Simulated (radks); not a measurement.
Spherical quantum dot in the effective-mass picture: electrons in a parabolic well V = omega^2 r^2 / 2 with omega = 2.35, with a point charge +1 (a donor) at the centre, all in effective atomic units (hartree* = m*/eps^2 hartree, bohr* = eps/m* bohr), one dielectric constant everywhere. Calculated with a radial shooting solver with Libxc functionals: non-relativistic Kohn-Sham, LDA (Slater exchange, Perdew-Wang correlation), spin-polarised, spherical densities. Levels are named by radial order and angular momentum (1s, 1p, 1d, 2s, ...), and open shells are averaged over m. Results are scaled to m* = 0.134 and eps = 14.6, for which hartree* = 17.11 meV and bohr* = 5.766 nm. At N = 31 the configuration is 1s2 1p6 1d10 2s2 1f(up 7, down 4). Does electron 32 go into 1f down or 2p up or 2p down?

Answer. Into 1f down. The total energies of the other choices lie higher by 1.87 meV (2p up), 2.42 meV (2p down).
